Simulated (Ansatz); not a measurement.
Species: C₅H₃O₂ (charge 0, doublet). It need not be the lowest isomer of its formula. 
Coordinates optimised at B3LYP-D3(BJ)/def2-TZVP (Ansatz, a quantum-chemistry and plane-wave program):
```
C
C 1 1.3586
O 1 1.3859 2 106.79
C 3 1.3497 1 107.39 2 0.00
C 4 1.3676 3 111.70 1 0.00
H 5 1.0758 4 127.12 3 180.00
H 4 1.0767 3 116.00 1 -180.00
C 1 1.4502 2 135.90 5 180.00
O 8 1.2098 1 124.06 2 0.00
H 8 1.1072 9 122.05 1 -180.00
```
Charge 0, spin multiplicity 2.

Basis-set convergence of Hartree-Fock and CCSD(T) correlation energies (hartree) with Ansatz. Cores are frozen in the correlated levels unless marked. UHF or UKS for open shells. Spin-orbit coupling is left out. No relativistic terms.

The UHF reference is spin-contaminated (<S^2> 0.59 over the pure value in the largest basis). 

```
basis    functions       E(HF)  E(corr, CCSD(T))
-------  ---------  ----------  ----------------
cc-pVDZ        113  -340.72988          -1.03376
cc-pVTZ        252         [?]               [?]
```

### Question
Some entries are withheld; supply them.

### Answer

- cc-pVTZ, E(HF): -340.82240
- cc-pVTZ, E(corr, CCSD(T)): -1.26757
